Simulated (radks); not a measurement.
All-electron atom: Ne IV in [He] 2s2 2p3.

Calculated with a radial shooting solver on a logarithmic mesh with Libxc functionals: Dirac Kohn-Sham, BLYP, spin-unpolarised, spherical densities, finite nucleus; open shells fill j = l - 1/2 first; Fermi nuclear charge, rms radius 3.0055 fm.

Energy parts (eV):
total: -3380.426
kinetic: 3383.244
electron-nucleus: -7660.175
Hartree: 1180.638
exchange-correlation: -284.134

Orbitals (lengths in bohr, moments of r in powers of bohr; <r^-3> diverges for s and p1/2):
orbital,occ.,eigenvalue (eV),<r^2>,<r^-3>,small-component weight
1s1/2,2,-915.4410,0.03356,-,1.23e-03
2s1/2,2,-103.2046,0.7536,-,1.77e-04
2p1/2,2,-80.6994,0.7086,-,1.62e-04
2p3/2,1,-80.5436,0.7111,16.52,1.62e-04

The highest occupied level is 2p3/2 at -80.544 eV. Summed over all electrons, <r^2> = 3.703 bohr^2, which gives a Langevin (diamagnetic) susceptibility term of -2.93 x 10^-6 cm^3/mol.
